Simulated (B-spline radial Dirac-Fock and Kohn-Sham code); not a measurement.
## Hf 4d3/2: cross section and angular parameters

System: neutral hafnium, [Xe] 4f14 5d2 6s2; threshold 220.0 eV (tabulated edge). Model: Dirac-Hartree-Slater photoionisation with a Latter tail; cross sections with all multipoles, angular parameters from the dipole term and its interference with E2. Program: a B-spline atomic structure program.

Input file task.json (cfg lists n, l and occupation; rrms is the nuclear radius in fm):

```json
{"items": [{
  "Z": 72,
  "q": 0,
  "cfg": [[1, 0, 2], [2, 0, 2], [2, 1, 6], [3, 0, 2], [3, 1, 6], [3, 2, 10], [4, 0, 2], [4, 1, 6], [4, 2, 10], [4, 3, 14], [5, 0, 2], [5, 1, 6], [5, 2, 2], [6, 0, 2]],
  "A": 180,
  "rrms": 5.347,
  "do": "xps",
  "hv": [52.4, 58.9, 63.1, 80, 81.0, 112.0, 204.0, 244.0, 303.0, 397.0, 402.0, 412.0, 444.0, 600, 693.0, 752.0, 758.0, 800, 1000, 1170.0, 1330.0, 1486.9, 1520.0, 2570.0, 4220.0, 6000, 8360.0, 9251.7, 15000],
  "edges": {"K": 65351.0, "L1": 11271.0, "L2": 10739.0, "L3": 9561.0, "M1": 2601.0, "M2": 2365.0, "M3": 2107.0, "M4": 1716.0, "M5": 1662.0, "N1": 538.0, "N2": 438.2, "N3": 380.7, "N4": 220.0, "N5": 211.5, "O1": 64.2}
}]}
```

Launch: `python xray2_run.py task.json out`

For linearly polarised light dσ/dΩ = σ/(4π) [1 + β P₂(cos θ) + (δ + γ cos²θ) sin θ cos φ], with θ from the polarisation vector and φ the angle between the beam and the projection of the electron momentum on the plane normal to the polarisation.

| hν (eV) | σ (kb) | β | γ | δ |
| --- | --- | --- | --- | --- |
| 244 | 231 | -0.132 | 0.045 | 0.001 |
| 303 | 117 | -0.429 | -0.205 | 0.086 |
| 397 | 197 | -0.666 | -0.163 | 0.159 |
| 402 | 201 | -0.625 | -0.146 | 0.157 |
| 412 | 209 | -0.546 | -0.113 | 0.152 |
| 444 | 229 | -0.313 | -0.019 | 0.133 |
| 600 | 250 | 0.399 | 0.167 | 0.055 |
| 693 | 233 | 0.630 | 0.155 | 0.030 |
| 752 | 219 | 0.737 | 0.131 | 0.019 |
| 758 | 217 | 0.747 | 0.129 | 0.019 |
| 800 | 206 | 0.810 | 0.109 | 0.014 |
| 1000 | 158 | 1.020 | 0.024 | 0.004 |
| 1170 | 126 | 1.130 | -0.022 | 0.004 |
| 1330 | 102 | 1.201 | -0.042 | 0.007 |
| 1486.9 | ? | ? | ? | ? |
| 1520 | 79.8 | 1.260 | -0.043 | 0.011 |
| 2570 | 25.7 | 1.374 | 0.148 | 0.036 |
| 4220 | 7.16 | 1.351 | 0.569 | 0.069 |
| 6000 | 2.61 | 1.278 | 0.954 | 0.102 |
| 8360 | 0.940 | 1.179 | 1.343 | 0.147 |
| 9251.7 | 0.680 | 1.145 | 1.464 | 0.164 |
| 15000 | 0.135 | 0.960 | 2.028 | 0.275 |

Q: Give the values at Al Kα (taken as 1486.9 eV).

A: σ = 83.1 kb, β = 1.251, γ = -0.045, δ = 0.010.

Values without a named source are computed, but for edge energies of neutral atoms, which are taken from tables.
